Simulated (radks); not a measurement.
Spherical quantum dot in the effective-mass picture: electrons in a parabolic well V = omega^2 r^2 / 2 with omega = 0.877, all in effective atomic units (hartree* = m*/eps^2 hartree, bohr* = eps/m* bohr), one dielectric constant everywhere. Calculated with a radial shooting solver with Libxc functionals: non-relativistic Kohn-Sham, PBE, spin-polarised, spherical densities. Levels are named by radial order and angular momentum (1s, 1p, 1d, 2s, ...), and open shells are averaged over m. Results are scaled to m* = 0.267 and eps = 11.5, for which hartree* = 54.94 meV and bohr* = 2.279 nm. Each electron was tried in the lowest free levels, single moves between levels near the top were tried too, and the lowest total energy was kept; such a search can miss a lower state. At N = 1 the Hartree and exchange-correlation terms need not cancel, so that row can carry a self-interaction error.

N        open shells  2S  mu = E(N) - E(N-1) (meV)  addition energy mu(N+1) - mu(N) (meV)  rms radius (nm)
1   1s(up 1, down 0)   1                    72.597                                  37.52            2.989
2               none   0                    110.12                                  67.06            3.189
3   1p(up 1, down 0)   1                    177.18                                  23.73            3.602
4   1p(up 2, down 0)   2                    200.91                                  24.03            3.844
5   1p(up 3, down 0)   3                    224.94                                  30.52            4.023
6   1p(up 3, down 1)   2                    255.46                                  21.46            4.183
7   1p(up 3, down 2)   1                    276.92                                  21.77            4.319
8               none   0                    298.69                                  53.56            4.441
9   1d(up 1, down 0)   1                    352.25                                  19.17            4.608
10  1d(up 2, down 0)   2                    371.42                                  19.10            4.752
11  1d(up 3, down 0)   3                    390.52                                  18.96            4.880
12  1d(up 4, down 0)   4                    409.49                                  18.78            4.995
13  1d(up 5, down 0)   5                    428.27                                  23.93            5.101
14  1d(up 5, down 1)   4                    452.20                                  17.63            5.203
15  1d(up 5, down 2)   3                    469.82                                  17.61            5.297
16  1d(up 5, down 3)   2                    487.43                                  17.52            5.386
17  1d(up 5, down 4)   1                    504.96                                  17.40            5.471
18              none   0                    522.36                                  22.10            5.552
19  2s(up 1, down 0)   1                    544.46                                  20.07            5.631
20              none   0                    564.53                                  35.81            5.708
21  1f(up 1, down 0)   1                    600.33                                  15.81            5.796
22  1f(up 2, down 0)   2                    616.15                                  15.73            5.879
23  1f(up 3, down 0)   3                    631.88                                  15.64            5.959
24  1f(up 4, down 0)   4                    647.52                                  15.54            6.035
25  1f(up 5, down 0)   5                    663.05                                  15.44            6.107
26  1f(up 6, down 0)   6                    678.49                                      -            6.177

All shells are closed at N = 2, 8, 18, 20 (there: 1s2 1p6 1d10 2s2); the second difference of the energy has clear peaks (12 % above both neighbours; the first and last values, which can be the largest, are not judged, and half-filled shells can peak too) at N = 2, 5, 8, 13, 20.
